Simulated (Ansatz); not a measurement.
I₂Zn (SMILES [I][Zn][I]), singlet, at a GFN2-xTB geometry (such geometries of metal compounds can be far from the true shape) (core potentials on I); BLYP/def2-SVP (Ansatz, an electronic-structure program).

Here is a job for Ansatz.
Ansatz 0.2 input:
```yaml
crystal:
  periodic: [false, false, false]
  atoms:
    - {symbol: Zn, position_ang: [0.00000000, 0.00000000, 0.00000000]}
    - {symbol: I, position_ang: [-0.00000000, -0.00000000, -2.44623139]}
    - {symbol: I, position_ang: [0.00000000, 0.00000000, 2.44623139]}
basis:
  gaussian:
    orbitals: def2-SVP
    nuclear_model: gaussian
hamiltonian:
  xc: blyp
```

Output, abridged:

```
Functional definition: BLYP
990 factors; their error is unknown
mean field evaluation 1: about -64613.5633 eV, gradient 4.3e1 eV
mean field evaluation 2: about -64605.0421 eV, gradient 7.8e1 eV
mean field evaluation 4: about -64616.3426 eV, gradient 2.6e0 eV
mean field evaluation 8: about -64616.3407 eV, gradient 2.1e-3 eV
mean field -64616.34073990 eV, -2374.6067236623 hartree, gradient 1.9e-5 eV, S^2 0.000000; 0 other end points of the search recorded, 0 dependent functions left out
reference -64616.34104538 eV, -2374.6067348887 hartree; 40, 40 occupied and 43, 43 virtual orbitals, 990 factors
Total energy: -64616.34104538 eV, -2374.6067348887 hartree
```
